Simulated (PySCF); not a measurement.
Excitations are Tamm–Dancoff values on a coarser integration grid. The basis has no diffuse functions, so Rydberg states are missing or too high.

Z-matrix (Å, degrees):
```
Ga
C 1 1.9732
H 2 1.0917 1 112.57
H 2 1.0924 3 109.00 1 124.78
H 2 1.0959 3 107.31 4 115.37
C 1 1.9734 2 120.13 3 -22.10
H 6 1.0919 1 112.43 2 -153.31
H 6 1.0923 7 108.96 1 -124.87
H 6 1.0959 7 107.17 8 -115.37
C 1 1.9735 2 120.29 3 157.05
H 10 1.0914 1 112.85 2 13.83
H 10 1.0930 11 108.82 1 -124.12
H 10 1.0955 11 107.65 12 -115.18
```
Charge 0, spin multiplicity 1.

### Question
Give the LUMO, T1 excitation (TDA) and HOMO–LUMO gap at the level r2SCAN-D4/def2-TZVP in PySCF.

### Answer

The LUMO is -1.03 eV and the T1 excitation (TDA) is 5.07 eV. The HOMO–LUMO gap comes out as 5.43 eV.
